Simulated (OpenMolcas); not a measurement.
A calculation on neutral phosphorus.

```
Program             : OpenMolcas
Method              : SS-CASPT2, IPEA 0.25 Eh, imaginary shift 0.1 Eh (closed shells correlated: 2s 2p)
Basis               : ANO-RCC-VQZP [6s5p3d2f1g]
Scalar Hamiltonian  : DKH2, point nucleus
Active space        : 5 electrons in 8 orbitals (3s 3p 4s 4p)
State averaging     : 2S+1 = 4 odd, 1 root; 2S+1 = 2 odd, 8 roots; 2S+1 = 4 even, 3 roots; 2S+1 = 2 even, 9 roots
Spin-orbit coupling : state interaction with AMFI integrals over the reference wave functions, term energies averaged over their components
```

(1) Which level of the active space comes out lowest?

(2) How high does 3s² 3p³ ²D°_3/2 lie?

(3) How high does 3s² 3p³ ²P°_1/2 lie?

(4) How high does 3s² 3p³ ²P°_3/2 lie?

Measured values: NIST Handbook of Basic Atomic Spectroscopic Data.

Answers

(1) 3s² 3p³ ⁴S°_3/2, with 100 % of that term; it is also the measured ground level.

(2) 11920 cm⁻¹ above the lowest level; measured 11361 cm⁻¹ above the ground level, so the calculation is off by +5 %.

(3) 18990 cm⁻¹ above the lowest level; measured 18723 cm⁻¹ above the ground level, so the calculation is off by +1 %.

(4) 19000 cm⁻¹ above the lowest level; measured 18748 cm⁻¹ above the ground level, so the calculation is off by +1 %.

Term energies are means over components that CASPT2 splits; among the terms shown or strongly mixed into the levels shown the widest spread is 110 cm-1 (3s² 3p³ ²D°). The run also gave levels led by 3s² 3p² 4s, which use shells meant for correlation; these and all levels above them are left out. No level of 3s 3p⁴ was computed, though it lies in the active space. Computed and measured levels are paired by configuration, term and J; levels that our copy of the source lacks, or whose pairing is in doubt (as where it misses far off the trend of its configuration), stay unpaired and out of the deviations. Only configurations of the active space appear.

° marks odd parity.
